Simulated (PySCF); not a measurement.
CH4Be (SMILES [BeH][CH3]), singlet, at a GFN2-xTB geometry (such geometries of metal compounds can be far from the true shape); PBE0/def2-SVPD, polarisability run with PySCF.

PySCF was given this input:
```python
from pyscf import gto, scf, dft
from pyscf.prop import polarizability

mol = gto.Mole()
mol.atom = '''
    Be   -0.979686   -0.515646   -0.124762
    H    -2.104771   -1.107820   -0.268040
    C     0.537489    0.282901    0.068449
    H     1.065746    0.027850    0.989528
    H     0.472490    1.372776    0.089402
    H     1.260342    0.072371   -0.722534
'''
mol.basis = 'def2-svpd'
mol.charge = 0
mol.spin = 0
mol.verbose = 4
mol.build()

mf = dft.RKS(mol)
mf.xc = 'pbe0'
mf.kernel()
alpha = mf.Polarizability().polarizability()[2, 2]
print('alpha_zz =', alpha)
```

Task: What does PySCF print? Leave out banner, timings and long lists.

Result: 
```
site-packages/pyscf/prop/efg/rhf.py:45: UserWarning: Module EFG is under testing
  warnings.warn('Module EFG is under testing')
site-packages/pyscf/prop/efg/dhf.py:30: UserWarning: Module EFG is under testing
  warnings.warn('Module EFG is under testing')
site-packages/pyscf/prop/zfs/uhf.py:40: UserWarning: Module ZFS is under testing
  warnings.warn('Module ZFS is under testing')
site-packages/pyscf/prop/gtensor/uhf.py:43: UserWarning: Module g-tensor is under testing
  warnings.warn('Module g-tensor is under testing')
site-packages/pyscf/prop/gtensor/uks.py:41: UserWarning: Module g-tensor is under testing
  warnings.warn('Module g-tensor is under testing')
site-packages/pyscf/prop/hfc/uks.py:35: UserWarning: Module HFC is under testing
  warnings.warn('Module HFC is under testing')
site-packages/pyscf/prop/magnetizability/rhf.py:39: UserWarning: Module magnetizability is under testing
  warnings.warn('Module magnetizability is under testing')
site-packages/pyscf/prop/magnetizability/uhf.py:37: UserWarning: Module magnetizability is under testing
  warnings.warn('Module magnetizability is under testing')
site-packages/pyscf/prop/magnetizability/rks.py:37: UserWarning: Module magnetizability is under testing
  warnings.warn('Module magnetizability is under testing')
site-packages/pyscf/prop/magnetizability/uks.py:39: UserWarning: Module magnetizability is under testing
  warnings.warn('Module magnetizability is under testing')
site-packages/pyscf/prop/polarizability/uhf.py:34: UserWarning: Module polarizability is under testing
  warnings.warn('Module polarizability is under testing')
site-packages/pyscf/prop/polarizability/rks.py:29: UserWarning: Module polarizability is under testing
  warnings.warn('Module polarizability is under testing')
site-packages/pyscf/prop/polarizability/uks.py:29: UserWarning: Module polarizability is under testing
  warnings.warn('Module polarizability is under testing')
PySCF version 2.14.0

[INPUT] verbose = 4
[INPUT] num. atoms = 6
[INPUT] num. electrons = 14
[INPUT] charge = 0
[INPUT] spin (= nelec alpha-beta = 2S) = 0
[INPUT] symmetry False subgroup None
[INPUT] Mole.unit = angstrom
[INPUT] Symbol           X                Y                Z      unit          X                Y                Z       unit  Magmom
[...]
nuclear repulsion = 22.8121733048753
number of shells = 30
number of NR pGTOs = 92
number of NR cGTOs = 64
basis = def2-svpd
ecp = {}

******** <class 'pyscf.dft.rks.RKS'> ********
method = RKS
initial guess = minao
damping factor = 0
level_shift factor = 0
DIIS = <class 'pyscf.scf.diis.CDIIS'>
diis_start_cycle = 1
diis_space = 8
diis_damp = 0
SCF conv_tol = 1e-09
SCF conv_tol_grad = None
SCF max_cycles = 50
direct_scf = True
direct_scf_tol = 1e-13
XC library pyscf.dft.libxc version 7.1.2
    S. Lehtola, C. Steigemann, M. J. T. Oliveira, and M. A. L. Marques,  SoftwareX 7, 1–5 (2018)
XC functionals = pbe0
    C. Adamo and V. Barone,  J. Chem. Phys. 110, 6158 (1999)
    M. Ernzerhof and G. E. Scuseria,  J. Chem. Phys. 110, 5029 (1999)
radial grids:
    Treutler-Ahlrichs [JCP 102, 346 (1995); DOI:10.1063/1.469408] (M4) radial grids

becke partition: Becke, JCP 88, 2547 (1988); DOI:10.1063/1.454033
pruning grids: <function nwchem_prune>
grids dens level: 3
symmetrized grids: False
atomic radii adjust function: <function treutler_atomic_radii_adjust>
small_rho_cutoff = 0
Set gradient conv threshold to 3.16228e-05
Initial guess from minao.
tot grids = 67072
init E= -54.9609752366397
[...]
cycle= 1 E= -55.0808991292507  delta_E= -0.12  |g|= 0.341  |ddm|= 2.58
[...]
cycle= 2 E= -55.0726928302424  delta_E= 0.00821  |g|= 0.381  |ddm|= 0.726
[...]
cycle= 3 E= -55.1133497305696  delta_E= -0.0407  |g|= 0.0132  |ddm|= 0.401
[...]
cycle= 4 E= -55.1134171557542  delta_E= -6.74e-05  |g|= 0.0018  |ddm|= 0.0293
[...]
cycle= 5 E= -55.113418695704  delta_E= -1.54e-06  |g|= 0.000207  |ddm|= 0.00462
[...]
cycle= 6 E= -55.113418709845  delta_E= -1.41e-08  |g|= 7.11e-05  |ddm|= 0.000552
[...]
cycle= 7 E= -55.1134187115404  delta_E= -1.7e-09  |g|= 3.69e-06  |ddm|= 0.00014
[...]
cycle= 8 E= -55.1134187115446  delta_E= -4.25e-12  |g|= 1.82e-07  |ddm|= 6.88e-06
[...]
Extra cycle  E= -55.1134187115448  delta_E= -1.28e-13  |g|= 1.03e-07  |ddm|= 8.44e-07
converged SCF energy = -55.1134187115448
Isotropic polarizability 30.9469386896
Polarizability anisotropy 3.35968345639
alpha_zz = 29.367952994699966
```
